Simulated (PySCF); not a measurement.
Vertical excitations of a molecule C3H7ClSi from PySCF with TDA-PBE/def2-SVPD, as energy in eV (oscillator strength): 6.51 (0.016), 6.72 (0.018), 6.94 (0.034), 7.09 (0.008), 7.22 (0.026), 7.28 (0.010), 7.50 (0.002), 7.51 (0.030), 7.71 (0.021), 7.74 (0.042). Lowest triplet (TDA): 6.22 eV. Geometry: PBE-D3(BJ)/def2-SVP. One conformer was computed; it need not be the lowest.

Task: Which structure fits?
A. Cl[SiH2]C1CC1
B. C=C[Si@H](C)Cl
C. C=CC[SiH2]Cl
D. C=C(Cl)C[SiH3]

Result: A, Cl[SiH2]C1CC1
